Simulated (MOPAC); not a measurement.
Job for MOPAC: PM6 on CH6GaN (SMILES [CH3][GaH][NH2]), a point of a torsion scan.

```
PM6 1SCF PRECISE CHARGE=0 THREADS=1
CH6GaN

C     -1.54097409 1     0.14964802 1    -0.22957621 1
Ga     0.24940919 1    -0.33644496 1     0.57377032 1
N      1.79435493 1     0.05875439 1    -0.34187323 1
H     -2.36486138 1    -0.41479464 1     0.21225101 1
H     -1.75799828 1     1.21406952 1    -0.10806615 1
H     -1.50726885 1    -0.05943790 1    -1.30191034 1
H      0.42636711 1    -1.21607358 1     1.86730805 1
H      2.03779384 1     1.01124728 1    -0.59311049 1
H      2.66269743 1    -0.39989815 1    -0.07823216 1
```

Output:

```
*******************************************************************************
 **                                                                           **
 **                              MOPAC v23.2.5                                **
 **                                                                           **
 *******************************************************************************
 ** MOPAC's Digital Object Identifier: https://doi.org/10.5281/zenodo.6511958 **
 **                                                                           **
 ** Please cite the open-source release paper for use of this MOPAC version:  **
 ** J. E. Moussa and J. J. P. Stewart (2026)                                  **
 ** MOPAC: An open-source semiempirical molecular orbital program             **
 ** J. Open Source Softw., 11(119), 8025, https://doi.org/10.21105/joss.08025 **
 *******************************************************************************

                              PM6 CALCULATION RESULTS

 *******************************************************************************
 *  PM6        - The PM6 Hamiltonian to be used
 *
 *
 *
 *                 CHARGE ON SYSTEM = 0
 *
 *
 *
 *  PRECISE    - TIGHTER CRITERIA TO BE USED
 *  1SCF       - DO 1 SCF AND THEN STOP
 *  THREADS=1  - MULTI-THREADING NOT USED
 *  T=         - A TIME OF 172800.0 SECONDS REQUESTED
 *  DUMP=N     - RESTART FILE WRITTEN EVERY 7200.0 SECONDS REQUESTED
 *******************************************************************************
PM6 1SCF PRECISE CHARGE=0 THREADS=1
 CH6GaN

   ATOM   CHEMICAL          X               Y               Z
  NUMBER   SYMBOL      (ANGSTROMS)     (ANGSTROMS)     (ANGSTROMS)

     1       C         -1.54097409  *   0.14964802  *  -0.22957621  *
     2      Ga          0.24940919  *  -0.33644496  *   0.57377032  *
     3       N          1.79435493  *   0.05875439  *  -0.34187323  *
     4       H         -2.36486138  *  -0.41479464  *   0.21225101  *
     5       H         -1.75799828  *   1.21406952  *  -0.10806615  *
     6       H         -1.50726885  *  -0.05943790  *  -1.30191034  *
     7       H          0.42636711  *  -1.21607358  *   1.86730805  *
     8       H          2.03779384  *   1.01124728  *  -0.59311049  *
     9       H          2.66269743  *  -0.39989815  *  -0.07823216  *



          CARTESIAN COORDINATES

    NO.       ATOM           X           Y           Z

     1         C         -1.5410      0.1496     -0.2296
     2        Ga          0.2494     -0.3364      0.5738
     3         N          1.7944      0.0588     -0.3419
     4         H         -2.3649     -0.4148      0.2123
     5         H         -1.7580      1.2141     -0.1081
     6         H         -1.5073     -0.0594     -1.3019
     7         H          0.4264     -1.2161      1.8673
     8         H          2.0378      1.0112     -0.5931
     9         H          2.6627     -0.3999     -0.0782

 General Reference for PM6:
 "Optimization of Parameters for Semiempirical Methods V: Modification of NDDO Approximations
 and Application to 70 Elements", J. J. P. Stewart, J. Mol. Mod., 13, 1173-1213 (2007)
 URL: https://link.springer.com/article/10.1007/s00894-007-0233-4

           Empirical Formula: C H6 N Ga  =     9 atoms



      MOLECULAR POINT GROUP   :   C1


      RHF CALCULATION, NO. OF DOUBLY OCCUPIED LEVELS = 9


 -------------------------------------------------------------------------------
 PM6 1SCF PRECISE CHARGE=0 THREADS=1
 CH6GaN



     1SCF WAS SPECIFIED, SO BFGS WAS NOT USED
     SCF FIELD WAS ACHIEVED


                              PM6 CALCULATION
                                                       MOPAC v23.2.5 Linux




          FINAL HEAT OF FORMATION =         15.54242 KCAL/MOL =      65.02948 KJ/MOL


          COSMO AREA              =        105.31 SQUARE ANGSTROMS
          COSMO VOLUME            =         86.94 CUBIC ANGSTROMS

          IONIZATION POTENTIAL    =          9.551736 EV
          HOMO LUMO ENERGIES (EV) =         -9.552  0.327
          NO. OF FILLED LEVELS    =          9
          MOLECULAR WEIGHT        =        101.8001         POINT GROUP:  C1

          MOLECULAR DIMENSIONS (Angstroms)

            Atom       Atom       Distance
            H     9    H     4     5.03597
            H     7    H     6     3.47542
            H     5    H     6     1.59472


          SCF CALCULATIONS        =          1





   ATOM   CHEMICAL          X               Y               Z
  NUMBER   SYMBOL      (ANGSTROMS)     (ANGSTROMS)     (ANGSTROMS)

     1       C         -1.54097409  *   0.14964802  *  -0.22957621  *
     2      Ga          0.24940919  *  -0.33644496  *   0.57377032  *
     3       N          1.79435493  *   0.05875439  *  -0.34187323  *
     4       H         -2.36486138  *  -0.41479464  *   0.21225101  *
     5       H         -1.75799828  *   1.21406952  *  -0.10806615  *
     6       H         -1.50726885  *  -0.05943790  *  -1.30191034  *
     7       H          0.42636711  *  -1.21607358  *   1.86730805  *
     8       H          2.03779384  *   1.01124728  *  -0.59311049  *
     9       H          2.66269743  *  -0.39989815  *  -0.07823216  *

                             CARTESIAN COORDINATES

   1    C       -1.540974090     0.149648020    -0.229576210
   2   Ga        0.249409190    -0.336444960     0.573770320
   3    N        1.794354930     0.058754390    -0.341873230
   4    H       -2.364861380    -0.414794640     0.212251010
   5    H       -1.757998280     1.214069520    -0.108066150
   6    H       -1.507268850    -0.059437900    -1.301910340
   7    H        0.426367110    -1.216073580     1.867308050
   8    H        2.037793840     1.011247280    -0.593110490
   9    H        2.662697430    -0.399898150    -0.078232160


           Empirical Formula: C H6 N Ga  =     9 atoms



      MOLECULAR POINT GROUP   :   C1


                  EIGENVALUES
 -29.66167 -24.35165 -17.50987 -16.15447 -13.98410 -13.54945 -12.67397 -11.15296
  -9.55174   0.32712   1.56685   3.14530   4.33913   5.98951   6.01672   6.16063
   6.88985   6.97713


              NET ATOMIC CHARGES AND DIPOLE CONTRIBUTIONS

  ATOM NO.   TYPE          CHARGE      No. of ELECS.   s-Pop       p-Pop
    1          C          -0.492891        4.4929     1.08455     3.40834
    2         Ga           0.002534        2.9975     1.26562     1.73185
    3          N          -0.557655        5.5577     1.52188     4.03577
    4          H           0.158111        0.8419     0.84189
    5          H           0.156989        0.8430     0.84301
    6          H           0.162142        0.8379     0.83786
    7          H           0.119539        0.8805     0.88046
    8          H           0.231012        0.7690     0.76899
    9          H           0.220220        0.7798     0.77978
 DIPOLE           X         Y         Z       TOTAL
 POINT-CHG.    -0.128     0.039     0.863     0.874
 HYBRID         0.776     0.643    -0.111     1.014
 SUM            0.648     0.683     0.753     1.205


          ATOMIC ORBITAL ELECTRON POPULATIONS

     Atom    s        px        py        pz
    1  C   1.08455   1.08598   1.16154   1.16082
    2 Ga   1.26562   0.68545   0.42434   0.62206
    3  N   1.52188   1.18794   1.24860   1.59924
    4  H   0.84189
    5  H   0.84301
    6  H   0.83786
    7  H   0.88046
    8  H   0.76899
    9  H   0.77978

 **********************
 *                    *
 * JOB ENDED NORMALLY *
 *                    *
 **********************




 == MOPAC DONE ==
```

The run finished.

Cost: about 0.04 core-seconds (a rough figure).
